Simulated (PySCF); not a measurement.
## Electron correlation in Zn (zinc, neutral)

[Ar] 3d10 4s2, closed-shell 1S. Computed with PySCF 2.14 in def2-TZVPPD (6s6p4d2f1g, 67 functions), with the non-relativistic Hamiltonian (point nucleus). Frozen: [Ar]; 12 electrons correlated.

```json
{"level": "CCSD", "correlation energy (mhartree)": "-449.67"}
{"level": "(T)", "correlation energy (mhartree)": "-13.51"}
{"level": "CCSD(T)", "correlation energy (mhartree)": "-463.18"}
```

Diagnostics: T1 = 0.017, D1 = 0.0475, largest double amplitude 0.060.

**Question.** Is a single reference adequate?

**Answer.** Yes: T1 lies below 0.03 and no double amplitude reaches 0.07.
